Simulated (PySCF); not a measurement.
## Ionising GaPb

UHF; Ga cc-pVDZ-PP with ECP10, Pb cc-pVDZ-PP with ECP60; scalar-relativistic core potentials (PySCF 2.14). Neutral (UHF): quartet (σ ↑, π ↑↑), Re = 2.812 Å, ωe = 146 cm⁻¹, De = 1.16 eV, HOMO -6.68 eV, LUMO 0.48 eV.

GaPb⁺ (UHF): triplet (σ ↑, π ↑), Re = 3.304 Å, ωe = 81.2 cm⁻¹. The energies at the minima are -450.16570 hartree for GaPb and -449.94791 for GaPb⁺.

**Question.** Work out the adiabatic ionisation energy, without and with harmonic zero-point energies (1 hartree = 27.2114 eV, 1 eV = 8065.5 cm⁻¹), and the change of the bond length.

**Answer.** At UHF: 0.21779 hartree = 5.926 eV between the minima; the zero-point term (81.2 − 146.0)/2 cm⁻¹ = -0.004 eV makes it 5.922 eV. Re changes by +49.2 pm against the neutral. The electron leaves a π orbital, and the ion is left as a loose complex of an ion and an atom.

Spin–orbit coupling is left out, which matters for elements this heavy, above all for dissociation energies. Hartree–Fock leaves out correlation, which carries a large part of most bond energies and some tenths to 1 eV of ionisation energies. States were picked by a PBE0 search and need not be the measured ground states.
